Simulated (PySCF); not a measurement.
FGeH5SSi, SMILES F[SiH2][S][GeH3]. Atoms are numbered in the order given.

```xyz
9

Si     1.8441     0.0460    -0.1445
F      1.4259    -0.4030    -1.6567
S      0.2329     1.1071     0.7181
Ge    -1.3297    -0.3865     0.1536
H      2.1468    -1.2088     0.5872
H      3.0162     0.9516    -0.2094
H     -2.4521    -0.2315     1.1837
H     -1.8347    -0.0895    -1.2598
H     -0.7025    -1.7846     0.2275
```
Charge 0, spin multiplicity 1.

Geometry: ωB97X-D3(BJ)/def2-SVP. The structure was generated by enumeration, and PubChem lists no compound with its InChIKey, so it may never have been made. One conformer was computed; it need not be the lowest.

Two levels are set side by side: PBE/pcSseg-1 (PySCF) and B3LYP/pcSseg-1 (PySCF). GIAO shifts against CFCl3 (¹⁹F), GeH4 (⁷³Ge), H2S (³³S), TMS (²⁹Si), TMS (¹H) at the same level; non-relativistic, no solvent, atoms listed together averaged. Differences are taken from unrounded values.

| quantity | PBE |
|---|---|
| δ(²⁹Si) of Si1 (ppm) | 13.7 |
| δ(¹⁹F) of F2 (ppm) | -210.6 |
| δ(³³S) of S3 (ppm) | -26.1 |
| δ(⁷³Ge) of Ge4 (ppm) | 182.8 |
| δ(¹H) of H5, H6 (ppm) | 6.06 |

Q: These are the PBE values. What does B3LYP give? (An estimate is asked for; the answer gives what the named calculation found.)

A: 
```tsv
quantity	B3LYP	PBE minus B3LYP
δ(²⁹Si) of Si1 (ppm)	8.8	4.9
δ(¹⁹F) of F2 (ppm)	-195.0	-15.6
δ(³³S) of S3 (ppm)	-48.6	22.5
δ(⁷³Ge) of Ge4 (ppm)	175.0	7.8
δ(¹H) of H5, H6 (ppm)	5.72	0.34
```

Rough cost on one machine, each run with all the roots and properties that it gave: B3LYP against PBE within a factor of 2.
